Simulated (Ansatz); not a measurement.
A made-up structure of MgAlBH4O, singlet:

```csv
atom,x (Å),y (Å),z (Å)
B1,-1.0410,2.7475,-0.5014
Mg2,-0.2504,0.6564,-0.1211
O3,0.3800,-1.0067,0.1818
Al4,0.9652,-2.5464,0.4649
H5,-0.7168,3.7013,0.1530
H6,-1.8235,3.0048,-1.3760
H7,0.3732,2.1436,0.4771
H8,0.4621,-3.3671,1.7312
```

It is relaxed with PBE-D4/def2-SVP and then PBE0-D4/def2-TZVP (Ansatz 0.2.0). Atoms count as bonded within 1.22 times the sum of their covalent radii (H–H: 0.88 Å). The end point is not checked to be a true minimum.

(1) Does its bonding change? (A judgement: the text doesn't fix the answer.)

## Answers

(1) By the calculation: Yes. Formed: B1–H7; broken: Mg2–H7.

Where it ends: The first stage lowers the energy by 2.90 eV in 14 steps. It ends as MgAlBH₄O ([BH3][Mg][O][AlH]):
B1  (-0.708, 2.937, -0.366)
Mg2  (-0.175, 0.711, -0.003)
O3  (0.291, -1.097, 0.148)
Al4  (0.595, -2.643, 0.594)
H5  (-1.280, 3.191, 0.661)
H6  (-1.349, 2.643, -1.347)
H7  (0.449, 3.253, -0.502)
H8  (0.526, -3.662, 1.825)
(Å)

Labels in which every atom is bracketed show which atoms are joined, not bond orders.

For scale, one of the runs: PBE0-D4/def2-TZVP relaxation, 155 basis functions, launched by `ansatz run in.yaml --threads 2 --pin off --events-out ev --progress --plain --max-ram 4352MiB`. Hardware: 2 CPU threads of an AMD EPYC 9R45, shared host. Wall time about 22 s.
